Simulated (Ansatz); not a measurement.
Molecule: sum formula GeOBr, charge 0, multiplicity 2. It need not be the lowest isomer of its formula. 
Geometry from a B3LYP-D3(BJ)/def2-TZVP (Ansatz, an electronic-structure program) optimisation:
```xyz
3

Ge     0.4597    -0.5469     0.7424
O      2.0200    -0.9329     0.2899
Br    -0.8820     0.7132    -0.7451
```
Charge 0, spin multiplicity 2.

Quantity: atomisation energy (electronic, to ground-state atoms), in kJ/mol. Correlated levels leave the core frozen unless marked. Open shells are spin-unrestricted. No spin-orbit coupling. The frozen core is the preceding noble-gas configuration, with the filled d and f shells of earlier blocks. No relativistic terms. The coupled-cluster limit lacks core correlation, which all-electron functionals hold. CBS(X,Y): correlation extrapolated as X^-3; Hartree-Fock from the larger set.

The T1 diagnostic of CCSD in the largest basis is 0.094, which is high, so the coupled-cluster rows are less sure than usual.

| level | program | atomisation energy (kJ/mol) |
|---|---|---|
| LC-wPBE-D4/def2-TZVPD | Ansatz + dftd4 | 745.8 |
| B2GP-PLYP-D3(BJ)/def2-TZVPD | Ansatz + dftd3 | ___ |
| SCS-MP2/6-31G* | Ansatz | 610.0 |
| SCS-MP2/aug-cc-pVDZ | Ansatz | 629.6 |
| CCSD/cc-pVTZ | Ansatz | ___ |
| CCSD(T)/CBS(cc-pVTZ,cc-pVQZ) | Ansatz | 767.7 |

Q: Fill in the missing entries.

A: 
- B2GP-PLYP-D3(BJ)/def2-TZVPD, atomisation energy (kJ/mol): 748.7
- CCSD/cc-pVTZ, atomisation energy (kJ/mol): 682.3
